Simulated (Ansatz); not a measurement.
Computed with Ansatz on PBE0-D4/def2-TZVP structures; ΔE is electronic, products minus reactants. CBS: MP2 limit from def2 TZ/QZ plus the TZ coupled-cluster correction, frozen cores. Functionals use def2-TZVPP. B3LYP here is the variant with VWN-RPA as its local correlation; programs differ in this. Elements past krypton have def2 core potentials. For Sn outer-core shells are correlated without core-valence functions, which leaves a few kJ/mol of doubt a bond. Each species was taken in one conformer, which may not be the lowest.

Reaction (formal exchange of groups at the Sn–O bond): `[OH][SnH]([OH])[OH]` + `C=CCCCl` → `[OH][SnH]([OH])[Cl]` + `C=CCCO`

`[OH][SnH]([OH])[OH]`:

Z-matrix (Å, degrees):
```
Sn
O 1 1.953
O 1 1.953 2 106.6
O 1 1.953 2 106.8 3 -113.9
H 1 1.690 2 112.1 3 123.1
H 2 0.961 1 111.9 3 4.8
H 3 0.961 1 111.9 2 -109.9
H 4 0.961 1 111.9 2 5.2
```

`C=CCCCl`:

Z-matrix (Å, degrees):
```
C
C 1 1.492
C 1 1.517 2 113.7
H 1 1.096 2 109.7 3 120.5
H 1 1.096 2 110.1 3 -121.8
C 2 1.325 1 124.4 3 -120.0
H 2 1.087 1 116.0 3 59.6
Cl 3 1.788 1 112.1 2 -65.0
H 3 1.089 1 111.1 2 176.3
H 3 1.090 1 111.4 2 54.3
H 6 1.084 2 121.5 1 179.9
H 6 1.086 2 121.6 1 -0.4
```

`[OH][SnH]([OH])[Cl]`:

Cartesian coordinates in Å:
```
O 0.449 0.906 -1.327
Sn -0.501 0.073 0.155
O 0.675 0.115 1.698
Cl -0.824 -2.129 -0.517
H 0.566 0.306 -2.069
H -1.951 0.830 0.574
H 1.587 -0.102 1.485
```

`C=CCCO`:

```xyz
13

C    -0.224   -0.744    1.546
C    -0.527    0.431    1.008
C    -0.014    0.976   -0.289
C     0.664   -0.039   -1.187
O    -0.223   -1.032   -1.652
H    -0.642   -1.047    2.499
H     0.461   -1.443    1.076
H    -1.213    1.081    1.548
H    -0.848    1.430   -0.838
H     0.684    1.797   -0.076
H     1.524   -0.489   -0.668
H     1.053    0.460   -2.076
H    -0.696   -1.381   -0.890
```

(1) Is it downhill or uphill in electronic energy at CCSD(T)/CBS, and by how much? (Best estimate.)

(2) What do these levels give: r2SCAN-D4, B3LYP-D4, ωB97X-V, B2PLYP, PBE, r2SCAN, PBE0, B3LYP, CCSD/def2-TZVPP, MP2/def2-QZVPP, MP2/CBS(def2), CCSD/CBS(def2)? (An estimate is asked.)

Largest T1 diagnostic among the species: 0.014.

Results:

(1) Computed: Downhill: ΔE = -0.39 eV.

(2) Ansatz gave: r2SCAN-D4 -0.47, B3LYP-D4 -0.44, ωB97X-V -0.45, B2PLYP -0.40, PBE -0.43, r2SCAN -0.47, PBE0 -0.48, B3LYP -0.43, CCSD/def2-TZVPP -0.42, MP2/def2-QZVPP -0.35, MP2/CBS(def2) -0.34, CCSD/CBS(def2) -0.41 eV.

In def2-TZVPP, CCSD(T) changes the Hartree–Fock value by +0.13 eV (the triples alone add +0.02 eV) and MP2 by +0.17 eV. From PBE to PBE0 (25 % exact exchange), in def2-TZVPP and without D4, ΔE moves by −0.05 eV.
